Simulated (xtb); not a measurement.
nickel atom (Ni), triplet (GFN-xTB shapes and energies of metal compounds can be far from the true ones). Base run: xtb with GFN2-xTB.

Geometry (Å):
```xyz
1

Ni     0.0000     0.0000     0.0000
```
Charge 0, spin multiplicity 3.
All else is at xtb's defaults.
Base energy -4.52180 Eh.

Each row names what was changed in the base input (with any setting that the change needs).

| change | ΔE vs base (mEh) | G_solv (kcal/mol) | SCF cycles |
|---|---|---|---|
| base | 0.000 | - | 45 |
| alpb = hexane | -0.325 | -0.20 | 45 |
| acc = 1000 | 0.000 | - | 14 |
| gbsa = methanol | -3.023 | -1.90 | 45 |
| etemp = 10000 | -81.547 | - | 14 |
| etemp = 1000 | -5.546 | - | 42 |

ALPB and GBSA are two models with their own fitted parameters for each solvent, which aren't always the measured dielectric constant.
